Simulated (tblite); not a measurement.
C5H7ClGeO2.
SMILES with atom numbers: `[O:1]=[C:2]1[GeH2:3][CH:4]=[CH:5][O:6][C@@H:7]1[CH2:8][Cl:9]` (hydrogens: H10, H11 on Ge3; H12 on C4; H13 on C5; H14 on C7; H15, H16 on C8)

Computed with GFN2-xTB (tblite), gas phase: L-BFGS steps from a force-field or distance-geometry start until the largest atomic force falls under 0.01 eV/Å.

Step 12: E = -784.0835 eV
```
atom  x, y, z in Å  |  force x, y, z in eV/Å
O1     -1.0780   -2.3630   -0.5263   -0.009   0.045   0.029
C2     -0.4208   -1.3761   -0.3201    0.063   0.043   0.023
Ge3     1.2852   -1.3350    0.7145   -0.078   0.064  -0.037
C4      1.8200    0.4988    0.3918   -0.008   0.016  -0.018
C5      1.1757    1.2195   -0.5279   -0.040  -0.035  -0.086
O6      0.0918    0.8927   -1.2676   -0.014   0.006   0.043
C7     -0.8993   -0.0113   -0.8230    0.062  -0.074  -0.022
C8     -1.7488    0.6106    0.2948    0.043  -0.076  -0.045
Cl9    -2.5172    2.1015   -0.3054   -0.023   0.016   0.061
H10     2.2382   -2.3407    0.1405   -0.022   0.002   0.051
H11     1.0387   -1.6777    2.1574    0.016  -0.011  -0.011
H12     2.6890    0.9429    0.8523   -0.043  -0.019   0.012
H13     1.5134    2.2061   -0.8326    0.034  -0.001   0.043
H14    -1.5271   -0.1731   -1.7087   -0.036   0.032   0.028
H15    -1.1264    0.8893    1.1502   -0.023  -0.062  -0.057
H16    -2.5421   -0.0754    0.5987    0.079   0.053  -0.014
```

Step 13: E = -784.0855 eV
```
atom  x, y, z in Å  |  force x, y, z in eV/Å
O1     -1.0814   -2.3603   -0.5247   -0.010   0.019   0.042
C2     -0.4215   -1.3757   -0.3183    0.056   0.072  -0.039
Ge3     1.2830   -1.3321    0.7155   -0.048   0.031  -0.017
C4      1.8183    0.5016    0.3901   -0.008  -0.008  -0.006
C5      1.1746    1.2217   -0.5305   -0.024  -0.030  -0.086
O6      0.0924    0.8951   -1.2724   -0.019  -0.016   0.067
C7     -0.8966   -0.0118   -0.8280    0.006  -0.027   0.017
C8     -1.7470    0.6084    0.2923    0.052  -0.075  -0.015
Cl9    -2.5165    2.1017   -0.3012   -0.018   0.001   0.058
H10     2.2359   -2.3439    0.1494   -0.028   0.021   0.033
H11     1.0424   -1.6840    2.1575    0.003   0.012  -0.007
H12     2.6874    0.9449    0.8515   -0.050  -0.017   0.009
H13     1.5156    2.2083   -0.8316    0.018  -0.002   0.028
H14    -1.5299   -0.1709   -1.7108   -0.001   0.016   0.031
H15    -1.1254    0.8844    1.1495   -0.009  -0.053  -0.069
H16    -2.5387   -0.0783    0.6004    0.081   0.057  -0.046
```

Step 14: E = -784.0869 eV
```
atom  x, y, z in Å  |  force x, y, z in eV/Å
O1     -1.0838   -2.3576   -0.5227   -0.006   0.000   0.050
C2     -0.4211   -1.3745   -0.3177    0.031   0.061  -0.075
Ge3     1.2804   -1.3293    0.7159   -0.007  -0.002   0.007
C4      1.8166    0.5036    0.3886   -0.013  -0.026   0.000
C5      1.1738    1.2226   -0.5336    0.004  -0.019  -0.052
O6      0.0922    0.8967   -1.2748   -0.020  -0.015   0.043
C7     -0.8944   -0.0128   -0.8313   -0.033   0.021   0.029
C8     -1.7445    0.6057    0.2898    0.041  -0.038   0.005
Cl9    -2.5164    2.1017   -0.2969   -0.007  -0.016   0.053
H10     2.2335   -2.3458    0.1565   -0.032   0.034   0.018
H11     1.0451   -1.6883    2.1573   -0.009   0.029  -0.006
H12     2.6852    0.9460    0.8511   -0.047  -0.011   0.008
H13     1.5175    2.2098   -0.8304    0.002  -0.005   0.009
H14    -1.5320   -0.1689   -1.7117    0.021  -0.001   0.022
H15    -1.1247    0.8798    1.1478    0.023  -0.039  -0.052
H16    -2.5349   -0.0795    0.6007    0.052   0.028  -0.059
```

Question: Estimate the geometry and energy of step 15. (The exact step hangs on the optimiser's Hessian estimate; all steps are aligned on step 14, rigid shifts and turns removed.)

Answer: E = -784.0879 eV, largest force 0.075 eV/Å
```
atom  x, y, z in Å  |  force x, y, z in eV/Å
O1     -1.0852   -2.3555   -0.5204    0.000  -0.006   0.048
C2     -0.4203   -1.3730   -0.3187    0.009   0.026  -0.070
Ge3     1.2785   -1.3275    0.7162    0.016  -0.018   0.020
C4      1.8152    0.5043    0.3875   -0.016  -0.032   0.000
C5      1.1736    1.2225   -0.5363    0.023  -0.010  -0.011
O6      0.0915    0.8975   -1.2755   -0.014   0.004   0.003
C7     -0.8935   -0.0133   -0.8329   -0.037   0.044   0.016
C8     -1.7422    0.6035    0.2882    0.020   0.006   0.013
Cl9    -2.5164    2.1014   -0.2932    0.001  -0.024   0.047
H10     2.2315   -2.3463    0.1612   -0.028   0.035   0.006
H11     1.0465   -1.6903    2.1571   -0.019   0.039  -0.004
H12     2.6830    0.9464    0.8511   -0.036  -0.005   0.008
H13     1.5186    2.2105   -0.8294   -0.008  -0.010  -0.007
H14    -1.5329   -0.1676   -1.7118    0.023  -0.011   0.005
H15    -1.1238    0.8762    1.1458    0.055  -0.025  -0.021
H16    -2.5317   -0.0798    0.5999    0.012  -0.012  -0.052
```

The energy changes by -0.0010 eV. The first-order estimate −F·Δx gives -0.0013 eV and the mean of the old and new forces, exact on a quadratic surface, -0.0009 eV. The step makes an angle of 58° with the force vector and moves no atom by more than 0.005 Å.

What follows is the cost of the whole relaxation. Hardware: Arm Neoverse N1, one thread, shared host with 64 logical CPUs at a one-minute load of 60. Cost: 1.7 s wall.
